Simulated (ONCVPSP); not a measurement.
aluminium: excitation energies, all-electron against ONCV

aluminium, optimised norm-conserving Vanderbilt (ONCV), made with ONCVPSP 4.0.1 (LDA (Perdew-Wang 92), scalar-relativistic). Core [Ne], reference 3s2 (charge +1). Waves: 3s: rc 2.15 bohr, ncon 3, nbas 6, qcut 3 1/bohr, 1 projector; p scattering state at 0.36 Ha: rc 1.85 bohr, ncon 3, nbas 7, qcut 4.1 1/bohr, 2 projectors, debl 2.6 Ha. Local part: polynomial inside 1.75 bohr (lpopt 5, dvloc0 0 Ha). Core correction: Teter function fitted to the true core (icmod 2), fcfact 0.25.

In the p channel the program set the typed energies aside and used 0.050, 2.650 Ha.

Energies are relative to the spin-unpolarised reference configuration 3s2; without spin polarisation the order of configurations can differ from experiment.

```csv
valence configuration,charge,ΔE all-electron (eV),error AE − PS (meV)
3s2 3p1,0,-5.841,+14
3s2 3p0.5,+0.5,-3.719,+6.6
```

Problem. What are ΔE and the potential's error for 3s0 3p3?

Solution. ΔE = 4.664 eV all-electron; the error (AE − PS) is -7.7 meV.

Problem. What are ΔE and the potential's error for 3s1?

Solution. ΔE = 19.370 eV all-electron; the error (AE − PS) is +6.4 meV.

Levels in the configuration 3s2 3p1:

| level | all-electron (eV) | pseudo (eV) |
| --- | --- | --- |
| 3s | -7.830 | -7.839 |
| 3p | -2.784 | -2.795 |
